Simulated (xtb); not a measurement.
xtb input (GFN1-xTB):

```bash
xtb mol.xyz --gfn 1 --sp --chrg 0 --uhf 0
```
mol.xyz:
```
5

Si     0.02198001     0.00626570     0.50136256
Cl     1.70380184    -0.88069120    -0.24017848
Cl    -1.62279584    -1.04607026    -0.09227183
Cl    -0.10417001     1.92015824    -0.19591919
H      0.08606800     0.02453486     1.96320569
```

End of the output:

```
         :::::::::::::::::::::::::::::::::::::::::::::::::::::
         ::                     SUMMARY                     ::
         :::::::::::::::::::::::::::::::::::::::::::::::::::::
         :: total energy             -15.368994253660 Eh    ::
         :: gradient norm              0.019101116196 Eh/a0 ::
         :: HOMO-LUMO gap              8.203471044322 eV    ::
         ::.................................................::
         :: SCC energy               -15.411093300293 Eh    ::
         :: -> electrostatic           0.003250020414 Eh    ::
         :: repulsion energy           0.044569033797 Eh    ::
         :: dispersion energy         -0.002469987165 Eh    ::
         :: halogen bond corr.         0.000000000000 Eh    ::
         :: add. restraining           0.000000000000 Eh    ::
         :: total charge               0.000000000000 e     ::
         :::::::::::::::::::::::::::::::::::::::::::::::::::::

           -------------------------------------------------
          |                Property Printout                |
           -------------------------------------------------

    * Orbital Energies and Occupations

         #    Occupation            Energy/Eh            Energy/eV
      -------------------------------------------------------------
         1        2.0000           -0.9168259             -24.9481
         2        2.0000           -0.9168259             -24.9481
         3        2.0000           -0.9144737             -24.8841
         4        2.0000           -0.6044364             -16.4476
         5        2.0000           -0.5087316             -13.8433
         6        2.0000           -0.5087316             -13.8433
         7        2.0000           -0.5071809             -13.8011
         8        2.0000           -0.4896860             -13.3250
         9        2.0000           -0.4896860             -13.3250
        10        2.0000           -0.4707745             -12.8104
        11        2.0000           -0.4707745             -12.8104
        12        2.0000           -0.4640443             -12.6273
        13        2.0000           -0.4621527             -12.5758 (HOMO)
        14                         -0.1606807              -4.3723 (LUMO)
        15                         -0.1606807              -4.3723
        16                         -0.1550110              -4.2181
Note: The following floating-point exceptions are signalling: IEEE_DENORMAL
normal termination of xtb
        17                         -0.0966574              -2.6302
        18                         -0.0616911              -1.6787
        19                         -0.0616911              -1.6787
        20                         -0.0588635              -1.6018
        21                         -0.0491327              -1.3370
        22                         -0.0491327              -1.3370
        23                         -0.0449771              -1.2239
        24                         -0.0448784              -1.2212
       ...                                ...                  ...
        38                          1.3436735              36.5632
      -------------------------------------------------------------
                  HL-Gap            0.3014720 Eh            8.2035 eV
             Fermi-level           -0.3114167 Eh           -8.4741 eV

  Mulliken/CM5 charges         n(s)   n(p)   n(d)
     1Si    0.37422  0.15767   1.076  1.444  1.105
     2Cl   -0.10888 -0.06572   1.890  5.229 -0.010
     3Cl   -0.10888 -0.06572   1.890  5.229 -0.010
     4Cl   -0.10888 -0.06572   1.890  5.229 -0.010
     5H    -0.04758  0.03948   1.048  0.000  0.000

Wiberg/Mayer (AO) data.
largest (>0.10) Wiberg bond orders for each atom

 ---------------------------------------------------------------------------
     #   Z sym  total        # sym  WBO       # sym  WBO       # sym  WBO
 ---------------------------------------------------------------------------
     1  14 Si   5.004 --     2 Cl   1.360     4 Cl   1.360     3 Cl   1.360
                             5 H    0.923
     2  17 Cl   1.442 --     1 Si   1.360
     3  17 Cl   1.442 --     1 Si   1.360
     4  17 Cl   1.442 --     1 Si   1.360
     5   1 H    0.994 --     1 Si   0.923
 ---------------------------------------------------------------------------

Topologies differ in total number of bonds
Writing topology from bond orders to xtbtopo.mol

 dipole moment from electron density (au)
     X       Y       Z
   0.0212   0.0060   0.4830  total (Debye):    1.229

           -------------------------------------------------
          | TOTAL ENERGY              -15.368994253660 Eh   |
          | GRADIENT NORM               0.019101116196 Eh/α |
          | HOMO-LUMO GAP               8.203471044322 eV   |
           -------------------------------------------------

------------------------------------------------------------------------
------------------------------------------------------------------------
 total:
 SCF:
```
